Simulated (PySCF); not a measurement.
AlH4OP, SMILES [OH][AlH][PH2]. Atoms are numbered in the order given.

```xyz
7

Al    -0.2628     0.1410    -0.7801
H     -0.7331    -0.5195    -2.1430
O     -0.2161     1.8299    -0.6232
H     -0.4627     2.4284    -1.3266
P      0.2627    -1.0750     1.1209
H      1.3771    -0.2434     1.4138
H      1.0240    -2.0128     0.3701
```
Charge 0, spin multiplicity 1.

Geometry: PBE0-D3(BJ)/def2-TZVP. The values are those of a single conformer.

Computed with PySCF with B3LYP/pcJ-1.

Isotropic couplings with Fermi-contact, spin-dipole and both spin-orbit terms, one fixed conformer, no vibrational averaging. Isotopes: 1H, 31P.

Computed spin–spin coupling constants:
```json
[
 {"pair": "P5–H6", "bonds apart": "1", "J (Hz)": "171.8"},
 {"pair": "P5–H7", "bonds apart": "1", "J (Hz)": "169.9"},
 {"pair": "H2–P5", "bonds apart": "2", "J (Hz)": "29.2"},
 {"pair": "H6–H7", "bonds apart": "2", "J (Hz)": "-9.1"},
 {"pair": "H2–H4", "bonds apart": "3", "J (Hz)": "-1.8"},
 {"pair": "H2–H6", "bonds apart": "3", "J (Hz)": "-0.5"},
 {"pair": "H2–H7", "bonds apart": "3", "J (Hz)": "-0.8"},
 {"pair": "H4–P5", "bonds apart": "3", "J (Hz)": "1.2"}
]
```
